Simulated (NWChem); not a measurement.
# C₂H₇FSi; SMILES CC[SiH2]F

```xyz
11

Si     0.5036    -0.7610     0.1513
F     -0.9405    -1.4541    -0.1605
C      0.4653     1.0122    -0.4359
C     -0.6117     1.8732     0.2208
H      0.7208    -0.8427     1.6261
H      1.5478    -1.5478    -0.5675
H      1.4715     1.4341    -0.2571
H      0.3405     0.9983    -1.5330
H     -1.6168     1.4634     0.0372
H     -0.4761     1.9291     1.3128
H     -0.5991     2.9044    -0.1648
```
Atoms are numbered in this order, from 1.

All runs use the structure optimised with PBE0/def2-SVP.

Give the principal values of the shielding tensors (ppm) of Si1, F2, C3, C4 from PBE0/pcSseg-1, GIAO (NWChem), with their diamagnetic and paramagnetic parts as GIAO splits them.


```
atom    σ11    σ22    σ33  isotropic  diamagnetic  paramagnetic
----  -----  -----  -----  ---------  -----------  ------------
Si1   281.0  336.7  400.7      339.5        879.0        -539.5
F2    376.7  407.0  421.6      401.8        473.5         -71.7
C3    162.1  175.7  184.1      174.0        254.4         -80.5
C4    166.8  174.3  186.2      175.8        249.2         -73.4
```
